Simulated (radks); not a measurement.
The numbers below are computed, except where a source is named.
Coulomb parameter of the 4d shell of the ruthenium ion Ru+ in the model configuration [Kr] 4d6 5s1, as a second difference U = [E(n + 1) + E(n - 1) - 2 E(n)] / (1)^2 with all orbitals relaxed. "Bare": the charge of the atom changes with n. "Screened": the 5s shell takes up the change at fixed total charge, which measures U(4d,4d) + U(5s,5s) - 2 U(4d,5s). Code: a radial shooting solver on a logarithmic mesh with Libxc functionals. Model: Dirac Kohn-Sham, PBE, spin-unpolarised, spherical densities, point nucleus; open shells are shared between the two j in proportion to 2j + 1.

| case | configuration | E - E(n) (eV) |
|---|---|---|
| start | [Kr] 4d6 5s1 | 0.000 |
| bare +1 | [Kr] 4d7 5s1 | -10.113 |
| bare -1 | [Kr] 4d5 5s1 | 21.330 |
| screened +1 | [Kr] 4d7 | -2.819 |
| screened -1 | [Kr] 4d5 5s2 | 4.508 |

U(bare) = 11.217 eV, U(screened by 5s) = 1.689 eV.
